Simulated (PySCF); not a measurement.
**Electron correlation in Ne³⁺ (neon, charge +3)**

[He] 2s2 2p3, high-spin 4S determinant. All numbers are calculated (PySCF 2.14, the spin-free X2C one-electron Hamiltonian (Gaussian nucleus), in aug-cc-pCVTZ-DK (7s6p4d2f, 59 functions)). Frozen: nothing; 7 electrons correlated.

MP2 pair energies summed by pair of shells (mhartree):

```
 pair  energy  share (%)
2s-2p  -71.38       44.2
1s-1s  -34.87       21.6
2p-2p  -24.69       15.3
1s-2p  -13.58        8.4
2s-2s  -10.60        6.6
1s-2s   -6.55        4.0
```

Total MP2 correlation energy: -161.67 mhartree.

Same-spin part -38.12 and opposite-spin part -123.55 mhartree; SCS-MP2 scales them by 1/3 and 6/5 to -160.96 mhartree.
